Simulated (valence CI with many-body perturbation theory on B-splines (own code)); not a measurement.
## Mo21+: key properties

Method: configuration interaction combined with many-body perturbation theory (CI+MBPT): three valence electrons over a frozen Dirac-Fock core [Ar], radial functions for each j: 7 s, 7 p, 8 d, 6 f, 4 g, 1 h, with the one-electron correlation potential Σ1, the two-electron term Σ2, the three-electron term Σ3, Breit, model QED; selected CI, second order for the rest, scaled by the run's own slope (own B-spline code, finite nucleus).

No measured spectrum was set against this ion. As an estimate, terms of the open shell hold to 2 to 4 % of their energy, and close levels can change places. Only levels of the ground parity were solved; by the run's estimate the other parity begins above the list, which can be wrong where configurations are misplaced.

Names give the largest LS component (configuration and term), which can be under half, so a name can repeat, a term be missing and a line seem to break the LS rules; names also repeat where a configuration has a term twice.

Rates and lifetimes use the calculated energies. Strong lines usually hold to 10 to 20 %, long lifetimes can be off by a factor of two.

Question: What is the ground level?

Answer: 3d3 4F_3/2, composition 89 % 3d3 4F + 10 % 3d3 2D, g = 0.446.

Question: How is the term 4F of the ground level split?

Answer: J = 3/2 at 0.0, J = 5/2 at 17012, J = 7/2 at 32708, J = 9/2 at 45449 cm⁻¹.

Question: What is the ionisation energy?

Answer: 953.65 eV; NIST lists 953 ± 4 eV (theoretical).

Question: How well does LS coupling describe the low levels?

Answer: Among the lowest 19 levels the leading LS term, summed over configurations, holds 81 % on average. For single configurations the figures are 81 % in LS and 72 % in jj coupling. Terms mix most in the J = 3/2 level at 100230 cm⁻¹, where the leading one holds 50 %.
